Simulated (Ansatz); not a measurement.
Li5H5⁺. Charge 1, multiplicity 2. Geometry PBE0-D4/def2-TZVP; atoms count from 1.

```xyz
10

Li    2.303   -0.713    0.655
Li   -0.470    0.118    0.552
Li    0.537   -0.103   -2.235
Li   -2.864    0.932   -2.165
Li    0.690   -0.287    3.108
H    -1.230    0.443   -2.472
H    -1.415    0.461   -1.348
H     2.119   -0.697    2.294
H    -0.689    0.146    2.203
H     1.019   -0.299   -0.592
```

In the doublet, H6 and H7 lie 1.14 Å apart (atoms count from 1), so these atoms are partly bonded to each other. Another isomer (doublet) lies 0.92 eV lower at PBE0-D4/def2-TZVP; other spin states weren't run for this one.

Estimate the Mulliken populations from the PBE0/def2-TZVP orbitals of Ansatz.


| atom | charge (e) | spin (α − β) |
| --- | --- | --- |
| Li1 | 0.71 | 0.01 |
| Li2 | 0.66 | 0.04 |
| Li3 | 0.77 | 0.02 |
| Li4 | 0.83 | 0.10 |
| Li5 | 0.62 | 0.00 |
| H6 | -0.34 | 0.44 |
| H7 | -0.42 | 0.39 |
| H8 | -0.56 | 0.00 |
| H9 | -0.48 | 0.00 |
| H10 | -0.78 | 0.00 |
Mulliken values and Mayer orders depend strongly on the basis.

Where does the spin sit?

Summed by element: Li 0.17, H 0.83, of 1 unpaired in all. Largest on single atoms: H6 0.44, H7 0.39, Li4 0.10.
